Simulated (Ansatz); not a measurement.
Basis-set series for `[SiH3][CH2][AlH][S][SiH3]`. Charge 0, multiplicity 1. Geometry: relaxed with PBE0-D4/def2-TZVP. It is one conformer, not always the lowest.

```xyz
14

Si   -1.3402   -0.3751   -1.4500
C    -1.0812   -0.9545    0.3056
Al   -0.7870    0.4953    1.5650
S     1.1010    1.5829    1.7317
Si    2.3754    0.6515    0.2945
H    -0.1067    0.2849   -1.9583
H    -2.4414    0.6278   -1.5020
H    -1.6886   -1.4882   -2.3745
H    -1.9729   -1.5034    0.6291
H    -0.2348   -1.6491    0.3137
H    -1.9127    1.0139    2.5457
H     2.0031   -0.7679    0.0654
H     2.3290    1.3763   -0.9992
H     3.7570    0.7057    0.8331
```

```
functional       basis  functions  energy (Eh)  HOMO (eV)  LUMO (eV)
   PBE0-D4  def2-TZVPP        325  -1262.70457      -7.71      -1.25
   PBE0-D4  def2-QZVPP        607  -1262.74632      -7.72      -1.28
   ωB97M-V  def2-TZVPP        325  -1263.12533      -9.86       0.37
   ωB97M-V  def2-QZVPP        607  -1263.16464      -9.87       0.22
```

Task: Give the rows for def2-SVP. (Best estimate.)

Result: Ansatz gave: 
```
functional     basis  functions  energy (Eh)  HOMO (eV)  LUMO (eV)
   PBE0-D4  def2-SVP        131  -1262.23181      -7.67      -1.20
   ωB97M-V  def2-SVP        131  -1262.64819      -9.75       0.51
```

Positive LUMOs are unbound and depend on the basis.
